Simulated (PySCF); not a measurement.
CH₂F₂O₂Si, SMILES O=C(O)[SiH](F)F.

Geometry: B3LYP-D3(BJ)/def2-SVP. The structure was generated by enumeration, and PubChem lists no compound with its InChIKey, so it may never have been made. One conformer was computed; it need not be the lowest.

Level of theory: M06-2X/def2-TZVP (PySCF).

Isolated molecule, no solvent.

Task: Estimate the frontier levels, gap, dipole moment and polarisability. (An estimate is asked for; the answer gives what the named calculation found.)

Result: 
```yaml
highest_occupied_level: -10.03 eV
lowest_empty_level: -0.58 eV
orbital_gap: 9.45 eV
dipole_moment: 2.95 D
quadrupole, principal values (traceless, Buckingham form, about the centre of nuclear charge): -4.68, -2.63, 7.31 D·Å
mean_static_polarisability: 39.5 bohr³ (5.85 Å³)
polarisability_principal_values: 30.9, 41.7, 45.8 bohr³
```
